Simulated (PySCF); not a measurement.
# Correlation energy of F²⁺ (fluorine, charge +2)

[He] 2s2 2p3, high-spin 4S determinant. All numbers are calculated (PySCF 2.14, scalar relativity by spin-free X2C-1e, in jorge-DZP-DKH). Frozen: 1s2; 5 electrons correlated.

MP2 pair energies summed by pair of shells (mhartree):

| pair | energy | share (%) |
| --- | --- | --- |
| 2s-2p | -44.79 | 68.6 |
| 2p-2p | -13.33 | 20.4 |
| 2s-2s | -7.21 | 11.0 |

Total MP2 correlation energy: -65.32 mhartree.

Same-spin part -15.08 and opposite-spin part -50.24 mhartree; SCS-MP2 scales them by 1/3 and 6/5 to -65.32 mhartree.

| level | correlation energy (mhartree) |
| --- | --- |
| CCSD | -78.22 |
| (T) | -0.31 |
| CCSD(T) | -78.53 |

Diagnostics: T1 = 0.0027, D1 = 0.0052, largest double amplitude 0.032.

Cost of the coupled-cluster step: 0.09 s of wall time on 1 thread of Neoverse-V1 (shared host), for 5 correlated electrons.

Iterations:

```
CC2 = 0
CCSD nocc = (np.int64(4), np.int64(1)), nmo = (14, 14)
frozen orbitals [[0], [0]]
max_cycle = 100
direct = 0
conv_tol = 1e-08
conv_tol_normt = 1e-06
diis_space = 8
diis_start_cycle = 0
Init t2, MP2 energy = -0.065324939241354
Init E_corr(UCCSD) = -0.0653249392470252
cycle = 1  E_corr(UCCSD) = -0.0756745641757982  dE = -0.0103496249  norm(t1,t2) = 0.0185537
cycle = 2  E_corr(UCCSD) = -0.0776135692581125  dE = -0.00193900508  norm(t1,t2) = 0.00492905
cycle = 3  E_corr(UCCSD) = -0.0782476779389028  dE = -0.000634108681  norm(t1,t2) = 0.00162444
cycle = 4  E_corr(UCCSD) = -0.0782225231907209  dE = 2.51547482e-05  norm(t1,t2) = 0.000213928
cycle = 5  E_corr(UCCSD) = -0.0782244032571258  dE = -1.8800664e-06  norm(t1,t2) = 2.72928e-05
cycle = 6  E_corr(UCCSD) = -0.0782244178574102  dE = -1.46002845e-08  norm(t1,t2) = 2.78984e-06
cycle = 7  E_corr(UCCSD) = -0.0782244461612061  dE = -2.83037959e-08  norm(t1,t2) = 2.05425e-07
cycle = 8  E_corr(UCCSD) = -0.0782244436803333  dE = 2.48087278e-09  norm(t1,t2) = 1.38767e-08
UCCSD converged
E(UCCSD) = -97.75396366103543  E_corr = -0.07822444368033334
UCCSD(T) correction = -0.000309695651099857
```
